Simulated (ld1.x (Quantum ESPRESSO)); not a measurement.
Pseudopotential generation for Be: TM, PBE, scalar-relativistic.

beryllium, norm-conserving Troullier–Martins (Kleinman–Bylander form), made with ld1.x (Quantum ESPRESSO) 7.5 (PBE, scalar-relativistic). Core [He], reference 2s1.75 2p0.25. Waves: 2s (bound): rc 2.42 bohr; 2p (bound): rc 5.22 bohr. Local part: the p channel. Core correction: a·sin(br)/r model core inside 1.00 bohr.

* Cutoffs needed: 8 Ry and 12 Ry (the cutoffs (Ry, on a coarse ladder) from which the occupation-weighted sum of valence levels, in a spherical-Bessel basis at the reference potential, stays within 10 and 1 mRy of its value at 400 Ry)
* Ghost test: no extra level below or beside the all-electron valence levels (s, p, d, f tested) (spherical-Bessel basis up to 400 Ry, 20 bohr box)
* Largest excitation error: -374 meV (all-electron minus pseudo) for 2s0 2p1, out of 6 test configurations
